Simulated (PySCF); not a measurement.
H4AlFO2Si, SMILES [OH][Al]([OH])[SiH2]F, singlet (PBE0/def2-SVP optimised geometry):

```
9

Si     0.218    -0.972     0.000
F     -0.274    -1.777     1.337
Al    -0.713     1.277     0.000
O     -0.283     2.244    -1.331
O     -1.715     1.770     1.277
H      1.715    -0.972     0.000
H     -0.216    -1.770    -1.190
H     -0.518     3.146    -1.550
H     -2.166     2.595     1.456
```

Computed with PBE0/def2-TZVP in PySCF.

Problem. What are the frontier orbital energies and the dipole moment?

Solution. HOMO-2 -9.24 eV, HOMO-1 -9.17 eV, HOMO -8.09 eV, LUMO -0.83 eV, LUMO+1 -0.57 eV; dipole moment 3.41 D.

On the same geometry PBE/def2-TZVP in PySCF gives HOMO-2 -7.51 eV, HOMO-1 -7.46 eV, HOMO -6.89 eV, LUMO -1.58 eV, LUMO+1 -1.44 eV; dipole moment 3.26 D.

Meta-Löwdin charges at PBE0/def2-TZVP: Si1 0.60, F2 -0.51, Al3 0.96, O4 -0.79, O5 -0.78, H6 -0.09, H7 -0.09, H8 0.35, H9 0.35.
